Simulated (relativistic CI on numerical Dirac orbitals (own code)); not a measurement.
## Energy levels of Sm XLIII

These numbers are calculated, not measured: Dirac-Coulomb-Breit CI, orbitals from a KLI potential per configuration, QED by a radiative potential, unscaled Slater integrals (own radial code, finite nucleus).

Configuration list (outside the closed core [Ne]): 3s2.3p6.3d2, 3s2.3p5.3d3, 3s.3p6.3d3, 3s2.3p6.3d.4s, 3s2.3p6.3d.4p, 3s2.3p6.3d.4d, 3s2.3p5.3d2.4s, 3s2.3p6.3d.4f, 3s2.3p5.3d2.4p, 3s2.3p5.3d2.4d, 3p6.3d4, 3p5.3d5, 3p5.3d4.4s, 3p6.3d3.4s, 3p5.3d3.4s2. Double excitations out of closed p, d and f shells are left out; levels of such configurations are missing from the list, as are those of other unlisted configurations, and high levels can miss mixing partners. These lack a partner that the ground configuration has and come out too high: 3s2.3p5.3d2.4p, 3s2.3p5.3d2.4d.

The lowest level is 3s2.3p6.3d2 3F_2, with 77 % of that term; Hund's rules for 3s2.3p6.3d2 give 3F with J = 2, in agreement.

```tsv
No.	Configuration	Term	J	E (eV)	%	Next component (%)	Landé g
1	3s2.3p6.3d2	3F	2	0.000	77	20 1D	0.745
2	3s2.3p6.3d2	3P	0	18.007	77	23 1S	
3	3s2.3p6.3d2	3F	3	29.733	100		1.076
4	3s2.3p6.3d2	3P	2	38.419	48	34 1D	1.175
5	3s2.3p6.3d2	1G	4	40.366	57	43 3F	1.099
6	3s2.3p6.3d2	3P	1	41.893	100		1.494
7	3s2.3p6.3d2	3F	4	66.884	57	43 1G	1.136
8	3s2.3p6.3d2	3P	2	72.621	49	46 1D	1.223
9	3s2.3p6.3d2	1S	0	93.877	77	23 3P	
10	3s2.3p5.3d3	5F°	2	213.276	26	24 3D°	1.104
11	3s2.3p5.3d3	5D°	1	215.648	36	23 5F°	0.971
12	3s2.3p5.3d3	5D°	0	219.603	68	30 3P°	
13	3s2.3p5.3d3	3F°	3	222.267	23	20 5G°	1.054
14	3s2.3p5.3d3	5F°	3	236.900	34	31 5D°	1.295
15	3s2.3p5.3d3	5G°	4	240.728	35	33 5F°	1.220
16	3s2.3p5.3d3	5S°	2	241.583	36	19 3P°	1.663
17	3s2.3p5.3d3	3F°	2	243.860	41	33 5D°	1.043
18	3s2.3p5.3d3	5D°	1	245.680	40	35 3D°	0.901
19	3s2.3p5.3d3	5G°	5	247.308	29	25 3G°	1.193
20	3s2.3p5.3d3	3G°	3	248.278	41	32 3F°	1.020
21	3s2.3p5.3d3	3F°	4	249.231	34	18 5D°	1.159
22	3s2.3p5.3d3	3H°	6	249.743	45	21 5G°	1.142
23	3s2.3p5.3d3	3P°	0	250.577	49	26 1S°	
24	3s2.3p5.3d3	3G°	4	254.380	34	18 1G°	1.096
25	3s2.3p5.3d3	3G°	3	255.869	23	22 5D°	1.185
26	3s2.3p5.3d3	3D°	2	256.365	31	24 1D°	1.205
27	3s2.3p5.3d3	3S°	1	256.994	35	26 3P°	1.648
28	3s2.3p5.3d3	3G°	5	261.175	35	25 1H°	1.111
29	3s2.3p5.3d3	5D°	4	266.825	51	19 3G°	1.282
30	3s2.3p5.3d3	3P°	2	271.469	36	16 3D°	1.350
```

Energies count from the lowest computed level; ° marks odd parity.

The mean weight of the leading LS term, summed over parents, in these 30 levels is 47 %, and that of the leading jj configuration (from the same eigenvectors) 91 %, so jj coupling describes them better and the LS labels are nominal.

At this charge energies of transitions that change n are usually good to better than 1 %, and those within a shell (Δn = 0) to a few per cent.

LS names give the leading component of a level, which can be under half, so a name can repeat, a term be missing and a line seem to break the LS rules.
